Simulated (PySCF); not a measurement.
HfOF, SMILES [O]=[Hf][F] (connectivity only; charge and spin as stated), neutral, multiplicity 2.

Geometry: PBE-D3(BJ)/def2-TZVP. The spin state was assumed, not searched. The def2 effective core potentials stand for the cores of Hf; spin–orbit coupling is left out.

Calculation: TDA-B3LYP/def2-TZVPD in PySCF.

Vertical excitations. Isolated molecule, no solvent.

Give excitation energies, oscillator strengths and character. (Estimate from the structure and the level; the computed values follow.)


```tsv
state	energy (eV)	λ (nm)	f	main pairs
root 1	1.83	677	0.044	α HOMO→LUMO 94 %
root 2	1.97	630	0.052	α HOMO→LUMO+1 98 %
root 3	3.24	383	0.076	α HOMO→LUMO+2 89 %
root 4	3.56	348	0.028	α HOMO→LUMO+3 48 %, β HOMO→LUMO 45 %
root 5	3.61	344	0.037	α HOMO→LUMO+3 41 %, β HOMO→LUMO 53 %
root 6	3.78	328	0.001	β HOMO−1→LUMO 96 %
root 7	3.90	318	0.027	α HOMO→LUMO+3 9 %, β HOMO−2→LUMO 88 %
root 8	4.34	286	0.000	α HOMO−1→LUMO 96 %
root 9	4.44	279	0.001	α HOMO−1→LUMO+1 89 %
root 10	4.53	274	0.003	α HOMO−2→LUMO 81 %
```
Unrestricted roots are not spin-pure.
